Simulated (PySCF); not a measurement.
# Electron correlation in Te²⁹⁺ (tellurium, charge +29)

[Ar] 3d5, high-spin 6S determinant. All numbers are calculated (PySCF 2.14, no relativity, point nucleus, in an even-tempered Gaussian basis (17 s from 3.9 bohr⁻², ratio 2.5; 11 p from 5 bohr⁻², ratio 2.5; 8 d from 5 bohr⁻², ratio 2.5; 4 f from 21 bohr⁻², ratio 2.7; 3 g from 31 bohr⁻², ratio 2.7)). Frozen: [Ne]; 13 electrons correlated; the 32 highest virtual orbitals of each spin left out.

MP2 pair energies summed by pair of shells (mhartree):

| pair | energy | share (%) |
| --- | --- | --- |
| 3p-3d | -219.80 | 45.0 |
| 3p-3p | -115.18 | 23.6 |
| 3d-3d | -71.43 | 14.6 |
| 3s-3p | -43.69 | 8.9 |
| 3s-3d | -33.30 | 6.8 |
| 3s-3s | -5.49 | 1.1 |

Total MP2 correlation energy: -488.88 mhartree.

At this charge a non-relativistic calculation is a model, useful for the Z dependence of the correlation energy.
